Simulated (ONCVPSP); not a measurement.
## What one change does to a pseudopotential (vanadium (V), ONCV)

V (Z = 23), optimised norm-conserving Vanderbilt (ONCV), made with ONCVPSP 4.0.1 (PBE, fully relativistic). Core [Ne], reference 3s2 3p6 3d3 4s2. Waves: 3s+4s: rc 1.35 bohr, ncon 3, nbas 7, qcut 7.4 1/bohr, 3 projectors, debl 0.6 Ha; 3p: rc 1.60 bohr, ncon 4, nbas 9, qcut 10.7 1/bohr, 1 projector; 3d: rc 1.60 bohr, ncon 3, nbas 7, qcut 10.7 1/bohr, 2 projectors, debl 3 Ha. Local part: polynomial inside 0.90 bohr (lpopt 2, dvloc0 4 Ha). Core correction: Teter function fitted to the true core (icmod 2), fcfact 0.3.

Open shells are filled in proportion to 2j + 1.

Change: d: nproj 1.

Cutoffs: the cutoffs (Ha) at which the residual kinetic energy of the hardest occupied pseudo-wave falls to 1 and 0.1 mHa per electron; they do not see the model core or the augmentation charge, which bear on the density cutoff. Errors are all-electron minus pseudo energies relative to the spin-unpolarised reference configuration.

Problem. What does the change do?

Solution. The potential gets neither clearly harder nor softer (39 Ha and 45 Ha → 39 Ha and 45 Ha); both files keep a bound ghost (s); of the 4 tests that both files solve, the error grows in 1 and shrinks in 1 by more than 15 % and 0.3 meV (median size 13.4 → 8.4 meV); the range in which the d5/2 phases agree narrows (upper end at the end of the scan → 1.6); the range in which the d3/2 phases agree narrows (upper end at the end of the scan → 1.6).

```tsv
quantity	base	changed
cutoff, loose	39 Ha	39 Ha
cutoff, tight	45 Ha	45 Ha
bound ghosts	s	s
GHOST(+) flags under 300 eV	none	none
error for 3s2 3p6 3d3 4s1, meV [ΔE 7.74 eV]	+0.4	+0.4
error for 3s2 3p6 3d3 4s0, meV [ΔE 22.03 eV]	+1.1	+1.0
error for 3s2 3p6 3d2 4s0, meV [ΔE 50.93 eV]	+26	+16
error for 3s1 3p6 3d3 4s2, meV [ΔE 77.43 eV]	-154	-179
s: phases at 1.37 bohr within 0.05 rad from the reference energy up to (Ha; the scan ends near 5)	to the end of the scan	to the end of the scan
p3/2: phases at 1.63 bohr within 0.05 rad from the reference energy up to (Ha; the scan ends near 5)	1.2	1.2
p1/2: phases at 1.63 bohr within 0.05 rad from the reference energy up to (Ha; the scan ends near 5)	1.2	1.2
d5/2: phases at 1.63 bohr within 0.05 rad from the reference energy up to (Ha; the scan ends near 5)	to the end of the scan	1.6
d3/2: phases at 1.63 bohr within 0.05 rad from the reference energy up to (Ha; the scan ends near 5)	to the end of the scan	1.6
rms error of d²Exc/dni dnj with the model core, mHa	5.93	5.93
```

 A true bound ghost makes a file unfit for plane-wave use even where its test errors are small: the radial tests pick states by their node count and pass the ghost by.
